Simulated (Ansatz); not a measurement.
Process, species as SMILES: N[Si](Cl)(Cl)Cl -> N[Si](Cl)Cl + Cl atom (the Cl-Si bond at the site shown breaks; other sites are not compared here)
Geometries: B3LYP-D3(BJ)/def2-TZVP minima from Ansatz (a program for electronic structure), one conformer each, not searched for the lowest. Frequencies are from Ansatz.

Quantity: bond dissociation energy (enthalpy at 298 K, with B3LYP-D3(BJ) rigid-rotor harmonic-oscillator terms), in kJ/mol. Correlated levels leave the core frozen unless marked. UHF or UKS for open shells. Spin-orbit coupling is left out. No relativistic terms. CBS(X,Y): correlation extrapolated as X^-3; Hartree-Fock from the larger set. The bracket is a focal-point correction in the basis named.

```csv
level,program,bond dissociation energy (kJ/mol)
HF/cc-pV(D+d)Z,Ansatz,344.8
```

Task: What does RI-MP2/CBS(cc-pV(T+d)Z,cc-pV(Q+d)Z)+[CCSD(T)-MP2]/cc-pV(T+d)Z (Ansatz) give?

Result: 475.2 kJ/mol, so HF/cc-pV(D+d)Z differs from it by -130.4 kJ/mol.
